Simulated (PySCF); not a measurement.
# Diatomics of S with the fourth-period p block

CCSD(T) with triple-zeta basis sets in PySCF, for the lowest determinant that a PBE0 search found; no spin–orbit coupling. De refers to high-spin ground-configuration atoms.

| M | basis | reference, frozen orbitals | state (unpaired electrons) | Re (Å) | ωe (cm⁻¹) | De (eV) |
| --- | --- | --- | --- | --- | --- | --- |
| Ga | def2-TZVPP | UHF, 14 | doublet (σ ↑) | 2.077 | 474 | 3.57 |
| Ge | def2-TZVPP | RHF, 14 | singlet (closed shell) | 2.029 | 575 | 5.53 |
| Se | def2-TZVPP | ROHF, 14 | triplet (π ↑↑) | 2.046 | 555 | 3.70 |

The shortest bond is that of GeS (2.029 Å), the longest that of GaS (2.077 Å).

The state changes along the series, so neighbouring rows are not always alike in their bonding.

Correlated steps freeze 14 core orbitals. UHF and ROHF references stand side by side, which adds small steps between rows. Spin–orbit coupling is left out. Where the molecule has an RHF reference, its open-shell atoms are computed with UHF. States were picked by a PBE0 search and need not be the measured ground states.
